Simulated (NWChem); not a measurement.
System: SnNH4Br; SMILES [NH2][SnH2][Br]

```xyz
7

Sn     0.3014     0.8053     0.0000
N     -1.4334     1.8536     0.0000
Br    -0.0935    -1.6838     0.0000
H      1.1298     1.1567    -1.4488
H      1.1298     1.1567     1.4488
H     -2.0118     1.6885     0.8219
H     -2.0118     1.6885    -0.8219
```
Atoms are numbered in this order, from 1.

Computed with NWChem. Coordinates come from a PBE0/def2-SVP optimisation. def2 effective core potentials on Sn; no spin-orbit coupling.

Q: Among these, which level gives the lowest value of “orbital gap (eV)”?
A) Hartree-Fock/def2-TZVPP
B) Hartree-Fock/def2-TZVP
C) Hartree-Fock/def2-SVPD
D) Hartree-Fock/def2-SVP

A: C, Hartree-Fock/def2-SVPD. Values: Hartree-Fock/def2-SVPD 12.64; Hartree-Fock/def2-TZVPP 13.04; Hartree-Fock/def2-TZVP 13.04; Hartree-Fock/def2-SVP 13.57
